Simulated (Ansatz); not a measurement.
Cost and result up the ladder for the cluster MgB6 (the lowest singlet isomer of a short search) (7 atoms). Charge 0, multiplicity 1. Geometry: PBE0-D4/def2-SVP.

```csv
atom,x (Å),y (Å),z (Å)
Mg1,-1.166,-2.696,0.852
B2,0.241,1.380,0.948
B3,-1.097,-1.142,-0.583
B4,0.279,-0.607,-1.029
B5,1.269,2.136,0.114
B6,-0.540,0.148,0.298
B7,1.015,0.781,-0.599
```

Ansatz on 4 threads of Intel Xeon on a shared host. Times are rough, and most runs start from the orbitals of an earlier one. No level here is sound enough to serve as a yardstick. Binding counts from free atoms at the same level (Mg singlet, B doublet; other spins of the atoms weren't run), without zero-point energy or a counterpoise term.

B3LYP takes the VWN-RPA correlation. Correlated methods freeze 7 core orbitals; core or outer-core shells of Mg are correlated, in sets that lack core-valence functions. The structure comes from a short search, and lower isomers may exist.

Run but left out: HF/def2-TZVP (restricted singlet, unstable towards broken spin symmetry); HF/6-31G, BHLYP-D4/def2-TZVP (restricted singlet, unstable in another Hartree–Fock run and untested here).

Correlated methods converge slowly with the basis.

| level | functions | binding energy per atom (eV) | remarks |
| --- | --- | --- | --- |
| r2SCANh-D4/def2-TZVP | 218 | 3.75 | restricted SCF unstable in HF |
| LDA (SPW92)/def2-TZVP | 218 | 4.44 | restricted SCF unstable in HF |
| PBE-D4/def2-SVP | 102 | 4.00 | restricted SCF unstable in HF |
| PBE-D4/def2-TZVPD | 257 | 3.94 | restricted SCF unstable in HF |
| PBE0-D4/def2-TZVP (with forces) | 218 | 3.77 | restricted SCF unstable in HF |
| PBE0-D4/def2-TZVPD | 257 | 3.77 | restricted SCF unstable in HF |
| B3LYP-D4/6-31G | 67 | 3.45 | restricted SCF unstable in HF |
| r2SCAN-D4/def2-TZVP | 218 | 3.81 | restricted SCF unstable in HF |
| CAM-B3LYP-D4/def2-TZVPD | 257 | 3.49 | restricted SCF unstable in HF |
| MP2/def2-TZVP | 218 | 3.71 | restricted SCF unstable |
| RPA@PBE/def2-TZVP | 218 | 3.11 | restricted SCF unstable in HF |
| PBE-D4/def2-TZVP (with forces) | 218 | 3.94 | restricted SCF unstable in HF |
| CCSD(T)/def2-TZVPP | 218 | 3.41 | large T1 (0.029), restricted SCF unstable |
| CAM-B3LYP-D4/def2-TZVP | 218 | 3.49 | restricted SCF unstable in HF |

Task: Estimate how long each takes.

Result: PBE-D4/def2-SVP 1.3 s; B3LYP-D4/6-31G 1.5 s; LDA (SPW92)/def2-TZVP 1.7 s; PBE-D4/def2-TZVP (with forces) 2.7 s; PBE-D4/def2-TZVPD 3.8 s; r2SCAN-D4/def2-TZVP 3.9 s; CAM-B3LYP-D4/def2-TZVP 4.7 s; r2SCANh-D4/def2-TZVP 4.8 s; PBE0-D4/def2-TZVPD 5.5 s; PBE0-D4/def2-TZVP (with forces) 5.5 s; RPA@PBE/def2-TZVP 6 s; MP2/def2-TZVP 11 s; CAM-B3LYP-D4/def2-TZVPD 14 s; CCSD(T)/def2-TZVPP 1.8 min. On shared hardware such times vary by a factor of up to 3.
